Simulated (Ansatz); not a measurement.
C6H11F6N2Sb⁻, that is 1-ethyl-3-methylimidazolium hexafluoroantimonate with one electron more. Charge -1, multiplicity 2. Geometry PBE-D4/def2-SVP, that of the neutral singlet; atoms count from 1.

Cartesian coordinates in Å:
```
C -0.0845 2.9371 1.6693
C -0.7950 2.0805 0.6266
N 0.1435 1.3481 -0.2384
C 0.7013 1.7917 -1.4264
C 1.4896 0.7711 -1.9036
N 1.4059 -0.2655 -0.9895
C 1.9463 -1.6142 -1.1524
C 0.5860 0.1038 0.0079
H -0.8359 3.4638 2.2896
H 0.5701 3.7012 1.2025
H 0.5335 2.3128 2.3457
H -1.4449 1.3095 1.0865
H -1.4295 2.6950 -0.0428
H 0.4843 2.7820 -1.8371
H 2.0855 0.6937 -2.8175
H 1.4420 -2.1000 -2.0094
H 1.7020 -2.1928 -0.2433
H 3.0399 -1.5645 -1.3157
H 0.2910 -0.5413 0.8471
F -2.3090 -3.2656 2.2693
Sb -1.7436 -2.5804 0.5568
F -1.3866 -4.3451 -0.1418
F 0.1304 -2.4708 1.2240
F -3.5447 -2.5275 -0.1332
F -1.0631 -1.7908 -1.1129
F -1.9147 -0.7315 1.2386
```

In the def2 sets Sb takes a core potential; there is no spin–orbit coupling. The highest occupied level of the charge -1 doublet lies above zero (up to 1.68 eV). Energy differences put its binding near zero (0.00 eV; vertical, against the charge 0 singlet, at PBE0-D4/def2-SVP), which leaves it undecided.

Estimate the Mulliken populations from the PBE0/def2-SVP orbitals of Ansatz.


```json
{"atom": "C1", "charge (e)": "-0.09", "spin (α − β)": "0.00"}
{"atom": "C2", "charge (e)": "0.06", "spin (α − β)": "-0.01"}
{"atom": "N3", "charge (e)": "-0.29", "spin (α − β)": "0.05"}
{"atom": "C4", "charge (e)": "0.05", "spin (α − β)": "-0.01"}
{"atom": "C5", "charge (e)": "0.05", "spin (α − β)": "-0.01"}
{"atom": "N6", "charge (e)": "-0.28", "spin (α − β)": "0.06"}
{"atom": "C7", "charge (e)": "0.06", "spin (α − β)": "-0.01"}
{"atom": "C8", "charge (e)": "0.15", "spin (α − β)": "0.34"}
{"atom": "H9", "charge (e)": "0.04", "spin (α − β)": "0.00"}
{"atom": "H10", "charge (e)": "0.03", "spin (α − β)": "0.00"}
{"atom": "H11", "charge (e)": "0.06", "spin (α − β)": "0.00"}
{"atom": "H12", "charge (e)": "0.09", "spin (α − β)": "0.02"}
{"atom": "H13", "charge (e)": "0.03", "spin (α − β)": "0.01"}
{"atom": "H14", "charge (e)": "0.03", "spin (α − β)": "0.00"}
{"atom": "H15", "charge (e)": "0.03", "spin (α − β)": "0.00"}
{"atom": "H16", "charge (e)": "0.06", "spin (α − β)": "0.02"}
{"atom": "H17", "charge (e)": "0.10", "spin (α − β)": "0.00"}
{"atom": "H18", "charge (e)": "0.02", "spin (α − β)": "0.00"}
{"atom": "H19", "charge (e)": "0.11", "spin (α − β)": "-0.02"}
{"atom": "F20", "charge (e)": "-0.46", "spin (α − β)": "0.05"}
{"atom": "Sb21", "charge (e)": "1.49", "spin (α − β)": "0.30"}
{"atom": "F22", "charge (e)": "-0.47", "spin (α − β)": "0.04"}
{"atom": "F23", "charge (e)": "-0.47", "spin (α − β)": "0.04"}
{"atom": "F24", "charge (e)": "-0.46", "spin (α − β)": "0.05"}
{"atom": "F25", "charge (e)": "-0.47", "spin (α − β)": "0.04"}
{"atom": "F26", "charge (e)": "-0.47", "spin (α − β)": "0.03"}
```
Mulliken values depend strongly on the basis.

Where does the spin sit?

Summed by element: C 0.30, N 0.11, H 0.04, F 0.25, Sb 0.30, of 1 unpaired in all. Largest on single atoms: C8 0.34, Sb21 0.30, N6 0.06.

And the Mayer bond orders between heavy atoms (over 0.3)?

C1–C2 1.09 (1.53 Å); C2–N3 0.94 (1.47 Å); N3–C4 1.14 (1.39 Å); N3–C8 1.16 (1.34 Å); C4–C5 1.61 (1.38 Å); C5–N6 1.16 (1.38 Å); N6–C7 0.94 (1.46 Å); N6–C8 1.18 (1.34 Å); F20–Sb21 0.78 (1.93 Å); Sb21–F22 0.77 (1.93 Å); Sb21–F23 0.60 (1.99 Å); Sb21–F24 0.77 (1.93 Å); Sb21–F25 0.67 (1.97 Å); Sb21–F26 0.63 (1.98 Å).
